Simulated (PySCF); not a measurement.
A calculated (wB97X, PySCF 2.14, ANO-RCC-VTZP, scalar relativity by spin-free X2C-1e) atom or ion has these occupied shells.

| shell | electrons | orbital energy (eV) | rms radius, mean of both spins (bohr) |
| --- | --- | --- | --- |
| 1s α | 1 | -25346.9 | 0.0357 |
| 1s β | 1 | -25346.9 | 0.0357 |
| 2s α | 1 | -3750.3 | 0.146 |
| 2s β | 1 | -3750.3 | 0.146 |
| 2p α | 3 | -3364.9 | 0.130 |
| 2p β | 3 | -3364.9 | 0.130 |
| 3s α | 1 | -696.58 | 0.393 |
| 3s β | 1 | -696.55 | 0.393 |
| 3p α | 3 | -569.19 | 0.396 |
| 3p β | 3 | -569.17 | 0.396 |
| 3d α | 5 | -367.79 | 0.377 |
| 3d β | 5 | -367.78 | 0.377 |
| 4s α | 1 | -102.13 | 0.974 |
| 4s β | 1 | -102.04 | 0.974 |
| 4p α | 3 | -64.883 | 1.08 |
| 4p β | 3 | -64.807 | 1.08 |
| 4d α | 5 | -11.751 | 1.57 |
| 4d β | 5 | -11.653 | 1.57 |
| 5s α | 1 | -6.953 | 3.45 |

Question: Name the element and its charge.

Answer: Ag (silver, neutral), in [Kr] 4d10 5s1, 2S determinant.
